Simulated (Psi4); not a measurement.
Pair of molecules, SMILES [H][H] with SMILES CC(C)=O (the first has 2 atoms); geometry from B3LYP-D3(BJ)/def2-TZVP, rigid monomers moved along the line of their centres of mass till H2···O6 is 2.96 Å.
(charge 0, multiplicity 1):
```json
[
 {"atom": "H", "x (Å)": "-0.3482", "y (Å)": "-0.2317", "z (Å)": "-0.3703"},
 {"atom": "H", "x (Å)": "-0.2552", "y (Å)": "-0.4321", "z (Å)": "0.3424"},
 {"atom": "C", "x (Å)": "0.5392", "y (Å)": "-0.2334", "z (Å)": "5.5217"},
 {"atom": "C", "x (Å)": "0.3496", "y (Å)": "0.0657", "z (Å)": "4.0514"},
 {"atom": "C", "x (Å)": "0.4116", "y (Å)": "1.5215", "z (Å)": "3.6470"},
 {"atom": "O", "x (Å)": "0.1582", "y (Å)": "-0.8141", "z (Å)": "3.2438"},
 {"atom": "H", "x (Å)": "1.5306", "y (Å)": "0.0959", "z (Å)": "5.8437"},
 {"atom": "H", "x (Å)": "-0.1882", "y (Å)": "0.3216", "z (Å)": "6.1193"},
 {"atom": "H", "x (Å)": "0.4312", "y (Å)": "-1.2999", "z (Å)": "5.7034"},
 {"atom": "H", "x (Å)": "0.3135", "y (Å)": "1.6176", "z (Å)": "2.5686"},
 {"atom": "H", "x (Å)": "-0.3905", "y (Å)": "2.0778", "z (Å)": "4.1391"},
 {"atom": "H", "x (Å)": "1.3534", "y (Å)": "1.9674", "z (Å)": "3.9760"}
]
```

These are Psi4 1.11 with SAPT0/jun-cc-pV(D+d)Z values and carry that method's errors.

Question: Give the four SAPT terms and the total, and say what mostly holds the pair together.

Answer: electrostatics -0.59, exchange 0.42, induction -0.15, dispersion -0.30, total -0.62 kcal/mol; the largest attraction is electrostatics.
